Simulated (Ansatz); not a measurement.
System: C5H10N, charge 0, multiplicity 2. It need not be the lowest isomer of its formula. SMILES: C1[C](N)CCC1
Coordinates optimised at B3LYP-D3(BJ)/def2-TZVP (Ansatz, a quantum-chemistry and plane-wave program):
```
C
N 1 1.3972
H 2 1.0105 1 114.54
H 2 1.0108 3 110.49 1 131.05
C 1 1.4938 2 120.88 3 171.37
H 5 1.0956 1 113.53 2 -65.27
H 5 1.1044 6 106.33 1 -122.79
C 1 1.4997 2 120.69 3 -40.36
H 8 1.0981 1 112.17 2 -30.07
H 8 1.0989 9 106.10 1 -122.72
C 5 1.5361 6 112.79 7 -120.96
H 11 1.0907 5 113.06 6 80.24
H 11 1.0930 12 107.65 5 121.23
C 11 1.5375 12 112.76 13 121.58
H 14 1.0907 11 112.91 12 -77.97
H 14 1.0929 15 107.32 11 -120.47
```
Charge 0, spin multiplicity 2.

Property: atomisation energy (electronic, to ground-state atoms), in eV. Valence correlation only, unless marked. Open shells are spin-unrestricted. Spin-orbit coupling is left out. No relativistic terms. The coupled-cluster limit lacks core correlation, which all-electron functionals hold. CBS marks a two-point X^-3 extrapolation of the correlation energy; Hartree-Fock from the larger set. The bracket is a focal-point correction in the basis named.

| level | program | atomisation energy (eV) |
|---|---|---|
| HF/6-31G | Ansatz | 46.56 |
| PBE-D3(BJ)/def2-TZVPD | Ansatz + dftd3 | 68.43 |
| r2SCAN/def2-TZVPD | Ansatz | 66.73 |
| B97M-V/def2-TZVPD | Ansatz | 66.60 |
| LC-wPBE-D3(BJ)/def2-TZVPD | Ansatz + dftd3 | 67.22 |
| B2GP-PLYP-D4/def2-TZVPD | Ansatz + dftd4 | 65.77 |
| B2PLYP-D4/def2-TZVPD | Ansatz + dftd4 | 66.00 |

Problem. What does RI-MP2/CBS(cc-pVTZ,cc-pVQZ)+[CCSD(T)-MP2]/cc-pVTZ (Ansatz) give?

Solution. 66.50 eV
